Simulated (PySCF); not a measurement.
Species: C8H16P (charge +1).
SMILES with atom numbers: `[CH3:1][CH2:2][C:3]1=[C:4]([CH3:5])[P@H+:6]([CH3:7])[CH2:8][CH2:9]1`

Geometry (GFN2-xTB, Å), atoms numbered from 1 in this order:
```xyz
25
C8H16P angstrom
C     -2.835   -0.184    0.612
C     -2.159    0.355   -0.655
C     -0.689    0.494   -0.442
C      0.212   -0.491   -0.615
C      0.016   -1.895   -1.084
P      1.844    0.096   -0.181
C      2.771   -0.925    0.985
C      1.296    1.696    0.483
C     -0.170    1.827    0.023
H     -3.902   -0.291    0.439
H     -2.430   -1.156    0.881
H     -2.691    0.496    1.448
H     -2.362   -0.326   -1.482
H     -2.586    1.327   -0.901
H      0.694   -2.120   -1.907
H      0.221   -2.602   -0.279
H     -1.003   -2.055   -1.422
H      2.656    0.256   -1.292
H      2.159   -1.105    1.870
H      3.692   -0.418    1.273
H      3.021   -1.879    0.518
H      1.919    2.524    0.142
H      1.363    1.652    1.573
H     -0.252    2.534   -0.805
H     -0.796    2.213    0.828
```

Probes without a nucleus sit at each ring's centroid and 1 Å off its mean plane on both sides; NICS is minus the shielding there, NICSzz its component along the normal. Level: GIAO PBE0/pcSseg-1 (PySCF, non-relativistic, gas phase) on the GFN2-xTB geometry, one conformer.

Ring bond lengths (Å), with Mayer bond orders in brackets: C3–C4 1.347 (1.71), C4–P6 1.787 (1.01), P6–C8 1.817 (0.99), C8–C9 1.542 (1.01), C9–C3 1.504 (1.05).

**Question.** Give the NICS values of each ring in ppm.

**Answer.** 
| ring | type | NICS(0) | NICS(1), two faces | NICS(1)zz, two faces | rms pucker (Å) | centre to ring atoms, mean (Å) |
| --- | --- | --- | --- | --- | --- | --- |
| C3–C4–P6–C8–C9 | 5-membered ring with P; formal bonds 1 double, 4 single | -4.2 | -4.7 / -3.8 | -2.7 / -2.6 | 0.07 | 1.35 |

**Question.** What do they say, and how far can they be read as aromaticity?

**Answer.** 
- C3–C4–P6–C8–C9: mean NICS(1)zz -2.6 ppm, near zero. P6, C8, C9 have four or more neighbours, so the value isn't read as a sign of a π ring current.

**Question.** What is the mean of the two in-plane components of NICS at the second NICS(1) probe listed for ring C3–C4–P6–C8–C9, 1 Å off the ring?

**Answer.** The isotropic value is a third of the trace: (3 × -3.8 − (-2.6))/2 = -4.4 ppm.

**Question.** Give the inner angles of the rings and the Hirshfeld charges of the ring atoms.

**Answer.** 
- C3–C4–P6–C8–C9: C3 117.2° (+0.055 e), C4 109.9° (-0.048 e), P6 95.9° (+0.460 e), C8 104.6° (-0.079 e), C9 110.2° (-0.051 e); sum 537.8° against 540° for a flat convex ring.
